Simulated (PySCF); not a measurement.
# Bond lengths and vibrations by method: BGeH3O

Calculated results; nothing here was measured. The program is PySCF 2.14.0, an open-source quantum chemistry code, run on an isolated molecule that a program drew, which may never have been made. The molecule is BGeH3O (charge 0, singlet), drawn as the SMILES string `[BH2][GeH]=[O]`.

The geometry was optimised and harmonic frequencies were computed with HF and MP2, all in the cc-pVDZ basis, for the commonest isotopes, with a restricted reference for singlets and an unrestricted one otherwise, and a frozen core in MP2. Germanium has the cc-pVDZ-PP basis, with a core potential (ECP10MDF) in place of its 10 inner electrons, and its 3s, 3p and 3d shells are frozen in MP2. Each result is a local minimum of its method.

Geometry at the HF minimum:
```xyz
6
BGeH3O, angstrom
B     0.9827    1.4998    1.4577
Ge    0.0796    0.1408    0.1696
O     0.3303   -1.4626    0.2202
H     2.0309    1.9946    1.1675
H     0.4541    1.7895    2.4895
H    -0.8732    0.7550   -0.8723
```

Lengths of the bonds as drawn, in Å (atoms numbered as above):
| bond | HF | MP2 |
|---|---|---|
| B1-Ge2 | 2.079 | 2.080 |
| Ge2-O3 | 1.624 | 1.677 |
| B1-H4 | 1.195 | 1.203 |
| B1-H5 | 1.195 | 1.203 |
| Ge2-H6 | 1.540 | 1.550 |

Rotational constants, in GHz:
```
constant,HF,MP2
A,23.99,22.54
B,5.996,5.906
C,5.002,4.876
```

Harmonic frequencies in cm^-1, each column in rising order, so a row needn't be the same motion in every method:
| rank | HF | MP2 |
|---|---|---|
| 1 | 153 | 65 |
| 2 | 178 | 153 |
| 3 | 420 | 376 |
| 4 | 564 | 551 |
| 5 | 684 | 644 |
| 6 | 773 | 717 |
| 7 | 962 | 924 |
| 8 | 1042 | 941 |
| 9 | 1243 | ? |
| 10 | 2189 | 2111 |
| 11 | 2709 | 2650 |
| 12 | 2806 | 2752 |

**Estimate the missing MP2 frequency from the HF column.**

A single factor s that minimises the squared misfit of MP2 against s times HF over the other rows is sum(HF x MP2) / sum(HF^2) = 0.9688, with an rms misfit of 38 cm^-1. For rank 9 it gives 0.9688 x 1243 = 1204 cm^-1. The calculation gives 1189 cm^-1, 15 cm^-1 below the estimate. The drawn bonds are on average 1.1 % longer in MP2 than in HF.
